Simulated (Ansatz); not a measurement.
Consider the ligand exchange at the Si–S bond: `[SiH3]SS[SiH3]` + `NC(O)O` → `OC(O)N[SiH3]` + `[SiH3]SS`.

Computed with Ansatz on PBE0-D4/def2-TZVP structures; ΔE is electronic, products minus reactants. CCSD(T)/CBS is the MP2 limit (def2-TZVPP, def2-QZVPP) plus CCSD(T) − MP2 in def2-TZVPP, frozen cores. Functionals use def2-TZVPP. B3LYP here is the variant with VWN-RPA as its local correlation; programs differ in this. One conformer a species, not always the lowest.

```csv
level,ΔE (kJ/mol),difference from CCSD(T)/CBS
PBE-D4,30.4,6.8
r2SCAN-D4,24.3,0.7
PBE0-D4,28.2,4.6
B3LYP-D4,21.1,-2.5
ωB97X-V,19.7,-3.9
ωB97M-V,20.5,-3.1
B2PLYP,18.7,-4.9
PBE,27.7,4.1
r2SCAN,23.8,0.2
PBE0,25.7,2.1
B3LYP,16.2,-7.4
HF/def2-TZVPP,9.2,-14.4
MP2/def2-TZVPP,23.4,-0.2
SCS-MP2/def2-TZVPP,18.7,-4.9
CCSD/def2-TZVPP,17.1,-6.5
CCSD(T)/def2-TZVPP,20.0,-3.6
HF/def2-QZVPP,8.3,-15.3
MP2/def2-QZVPP,25.1,1.5
SCS-MP2/def2-QZVPP,20.5,-3.1
HF/CBS(def2),8.2,-15.4
MP2/CBS(def2),26.9,3.3
CCSD/CBS(def2),20.7,-2.9
CCSD(T)/CBS,23.6,0
```

Largest T1 diagnostic among the species: 0.012.

In def2-TZVPP, CCSD(T) changes the Hartree–Fock value by +10.9 kJ/mol (the triples alone add +2.9 kJ/mol) and MP2 by +14.2 kJ/mol. The D4 term adds +4.8 kJ/mol with B3LYP and +2.5 kJ/mol with PBE0; it sums over pairs of atoms, weighted by their polarisabilities, and B3LYP, whose exchange is more repulsive, gets the larger term.
